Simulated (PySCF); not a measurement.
# Hartree-Fock beside MP2: B3FH3 cation

Calculated results; nothing here was measured. The program is PySCF 2.14.0, an open-source quantum chemistry code, run on an isolated molecule that a program drew, which may never have been made. The molecule is B3FH3 cation (charge +1, singlet), drawn as the SMILES string `BB[B+]F`.

The geometry was optimised and harmonic frequencies were computed with HF and MP2, all in the cc-pVDZ basis, for the commonest isotopes, with a restricted reference for singlets and an unrestricted one otherwise, and a frozen core in MP2. Each result is a local minimum of its method.

Geometry at the HF minimum:
```xyz
7
B3FH3 cation, angstrom
B    -1.3853   -0.6015   -0.8301
B     0.2274   -1.0650   -1.0278
B     1.5017    0.0895   -1.1891
F     2.3909    0.9222   -1.3018
H    -1.8210   -0.4452    0.2710
H    -2.0757   -0.4519   -1.7934
H     0.6271   -2.1875   -1.0738
```

Lengths of the bonds as drawn, in Å (atoms numbered as above):
| bond | HF | MP2 |
|---|---|---|
| B1-B2 | 1.690 | 1.678 |
| B2-B3 | 1.727 | 1.710 |
| B3-F4 | 1.223 | 1.243 |
| B1-H5 | 1.195 | 1.204 |
| B1-H6 | 1.195 | 1.204 |
| B2-H7 | 1.192 | 1.202 |

Rotational constants, in GHz:
```
constant,HF,MP2
A,33.32,32.64
B,3.286,3.319
C,3.07,3.094
```

Harmonic frequencies in cm^-1, each column in rising order, so a row needn't be the same motion in every method:
| rank | HF | MP2 |
|---|---|---|
| 1 | 142 | 130 |
| 2 | 239 | 236 |
| 3 | 397 | 353 |
| 4 | 418 | 400 |
| 5 | 459 | 451 |
| 6 | 567 | 576 |
| 7 | 819 | 784 |
| 8 | 868 | 820 |
| 9 | 972 | 941 |
| 10 | 1072 | ? |
| 11 | 1223 | 1138 |
| 12 | 1740 | 1677 |
| 13 | 2710 | 2641 |
| 14 | 2780 | 2708 |
| 15 | 2809 | 2744 |

**Estimate the missing MP2 frequency from the HF column.**

A single factor s that minimises the squared misfit of MP2 against s times HF over the other rows is sum(HF x MP2) / sum(HF^2) = 0.9705, with an rms misfit of 20 cm^-1. For rank 10 it gives 0.9705 x 1072 = 1040 cm^-1. The calculation gives 1025 cm^-1, 15 cm^-1 below the estimate. The drawn bonds are on average 0.4 % longer in MP2 than in HF.
